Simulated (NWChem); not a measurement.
## Lowest excitation of H$_{5}$BN$_{2}$

```
B
N 1 1.4118
H 2 1.0085 1 121.86
H 2 1.0108 3 113.65 1 180.00
N 1 1.4118 2 123.41 3 180.00
H 5 1.0085 1 121.86 2 180.00
H 5 1.0108 6 113.65 1 180.00
H 1 1.2136 2 118.29 3 0.00
```
Charge 0, spin multiplicity 1.

Program: NWChem. All single points use one geometry, from PBE0/def2-SVP, a minimum by its harmonic frequencies. It is one conformer; others weren't searched.

Basis set: def2-SVP. CR-EOMCCSD(T) is the triples correction to the same EOM-CCSD root.

The correlated methods keep 3 core orbitals frozen. B3LYP has NWChem's definition, with VWN1-RPA local correlation. The structure started from a generated list of species. No row is a measurement; the coupled-cluster row has its own basis-set and correlation limits.

**Question.** For the lowest vertical singlet excitation energy, TDA-LDA (SVWN5) gives 6.42 eV and CIS gives 8.19 eV. What do TD-PBE, TD-B3LYP, EOM-CCSD give?

**Answer.** TD-PBE: 6.34 eV; TD-B3LYP: 6.71 eV; EOM-CCSD: 7.29 eV.
